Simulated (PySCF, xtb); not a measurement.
Si(OSiH3)2(H)(F) (FH7O2Si3), SMILES F[SiH](O[SiH3])O[SiH3].

GFN2-xTB in xtb 6.7.1 at its own geometry gives an orbital gap of 6.05 eV and a dipole moment of 2.02 D.

The structure is a stationary point at PBE0-D3(BJ)/def2-SVP. The values are those of a single conformer.

Task: What does PBE/def2-TZVP (PySCF) give? (An estimate is asked for; the answer gives what the named calculation found.)

Result: gap 6.48 eV (levels -7.58 and -1.10 eV), dipole 1.25 D.
